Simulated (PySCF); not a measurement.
C₃H₄ClNSi, SMILES C1=C[Si@@H](Cl)C=N1. Heavy atoms are numbered as in [Cl:1][Si@@H:2]1[CH:3]=[CH:4][N:5]=[CH:6]1. Hydrogens are named by the atom that carries them.

The structure is a stationary point at r2SCAN-D4/def2-SVP. The structure was generated by enumeration; whether it is a known compound was not checked.

These are B3LYP/pcSseg-1 in PySCF values and carry that method's errors.

GIAO shieldings, no solvent; atoms alike by connectivity are averaged. δ = σ(ref) − σ: ³⁵Cl against HCl (σ = 933.3 ppm); ²⁹Si against TMS (σ = 338.7 ppm); ¹³C against TMS (σ = 181.3 ppm); ¹⁵N against NH3 (σ = 265.5 ppm); ¹H against TMS (σ = 31.68 ppm), references at their B3LYP-D3(BJ)/def2-TZVP geometries, non-relativistic (without spin–orbit terms, shifts of atoms bonded to Cl or Br come out too high).

Computed chemical shifts:
| nucleus | atoms | count | δ (ppm) |
|---|---|---|---|
| ³⁵Cl | Cl1 | 1 | -56.1 |
| ²⁹Si | Si2 (SiH) | 1 | -10.1 |
| ¹³C | C6 (CH) | 1 | 189.8 |
| ¹³C | C4 (CH) | 1 | 172.2 |
| ¹³C | C3 (CH) | 1 | 118.7 |
| ¹⁵N | N5 | 1 | 470.3 |
| ¹H | H on C6 | 1 | 8.91 |
| ¹H | H on C4 | 1 | 8.36 |
| ¹H | H on C3 | 1 | 5.78 |
| ¹H | H on Si2 | 1 | 5.53 |
